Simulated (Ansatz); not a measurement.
`[CH3][GeH]` + HBr → `[GeH][Br]` + CH₄ at 400 K and 1 bar (ligand exchange at a Ge–C bond).

Gas-phase electronic energies from Ansatz, PBE0-D4/def2-TZVP geometries. CBS: MP2 limit from def2 TZ/QZ plus the TZ coupled-cluster correction, frozen cores. This one scheme is used for every species. For Br, Ge outer-core shells are correlated without core-valence functions, which leaves a few kJ/mol of doubt a bond. Scalar relativity is left out up to krypton.

| species | CCSD(T)/CBS energy (Eh) | H − E (kJ/mol) | S (J/(mol·K)) |
| --- | --- | --- | --- |
| `[CH3][GeH]` | -2116.52215 | 127.5 | 291.3 |
| HBr | -2573.91920 | 27.6 | 207.2 |
| `[GeH][Br]` | -4650.03665 | 33.3 | 289.1 |
| CH₄ | -40.46206 | 131.3 | 197.2 |

H − E and S are ideal-gas, rigid-rotor, harmonic terms from PBE0-D4/def2-TZVP. 1 Eh = 2625.50 kJ/mol, R = 8.31446 J/(mol·K).

Q: By hand: ΔE, ΔH, ΔS and ΔG.

A: ΔE = (-4650.03665) + (-40.46206) − (-2116.52215) − (-2573.91920) = -0.05736 Eh = -150.6 kJ/mol. Δ(H − E) = 33.3 + 131.3 − 127.5 − 27.6 = 9.5, so ΔH = -141.1 kJ/mol. ΔS = 289.1 + 197.2 − 291.3 − 207.2 = -12.2 J/(mol·K). ΔG = -141.1 − 400 × (-12.2)/1000 = -136.2 kJ/mol.

Q: By hand: the equilibrium constant, and the temperature at which ΔG would vanish if ΔH and ΔS stayed fixed.

A: log₁₀ K = −ΔG/(RT ln 10) = 17.8. ΔG = 0 at ΔH/ΔS = 11566 K, far beyond where these terms or the molecules hold.

The number of gas molecules stays the same, so ΔS is small and ΔH decides. A doubt of 5 kJ/mol in ΔE shifts log₁₀ K by 0.7 here. These are equilibria of isolated gas molecules and say nothing of rates. Largest T1 diagnostic: 0.011 (customary marks: 0.02 for closed shells, 0.045 for open ones).
